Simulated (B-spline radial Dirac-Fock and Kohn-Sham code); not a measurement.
**Ti 4s: cross section and angular parameters**

System: the free titanium atom, configuration [Ar] 3d2 4s2; threshold 6.03 eV (orbital energy of the model). The computed values come from a B-spline atomic structure program: Dirac-Hartree-Slater photoionisation with a Latter tail; cross sections with all multipoles, angular parameters from the dipole term and its interference with E2.

For linearly polarised light dσ/dΩ = σ/(4π) [1 + β P₂(cos θ) + (δ + γ cos²θ) sin θ cos φ], with θ from the polarisation vector and φ the angle between the beam and the projection of the electron momentum on the plane normal to the polarisation.

```
hν (eV)   σ (kb)      β       γ
     54     96.5  1.999   0.126
   56.8     91.7  1.999   0.132
   58.5     88.9  1.999   0.136
     80     60.4  1.999   0.159
   86.4     54.5  1.999   0.160
     97     46.5  1.999   0.159
    100     44.6  1.999   0.158
    147     25.9  2.000   0.132
    200     16.5  2.000   0.092
    219     14.4  2.000   0.078
    232     13.1  2.000   0.068
    300     8.70  2.000   0.025
    335     7.24  2.000   0.008
    400     5.36  2.000  -0.018
    809     1.49  2.000  -0.032
   1020        ?      ?       ?
   1170    0.731  2.000   0.040
   1300    0.592  2.000   0.072
   1950    0.257  2.000   0.248
   4010   0.0518  2.000   0.765
   4360   0.0426  2.000   0.841
   4750   0.0347  2.000   0.923
   5230   0.0275  2.000   1.020
 8047.8  0.00941  1.999   1.509
  10800  0.00438  1.999   1.900
  12000  0.00331  1.999   2.052
  12700  0.00285  1.999   2.137
  12800  0.00279  1.999   2.149
  12900  0.00273  1.999   2.160
  15000  0.00181  1.999   2.397
```

Question: Give the values at 1020 eV.

Answer: σ = 0.957 kb, β = 2.000, γ = 0.006. For an s subshell δ is negligible.
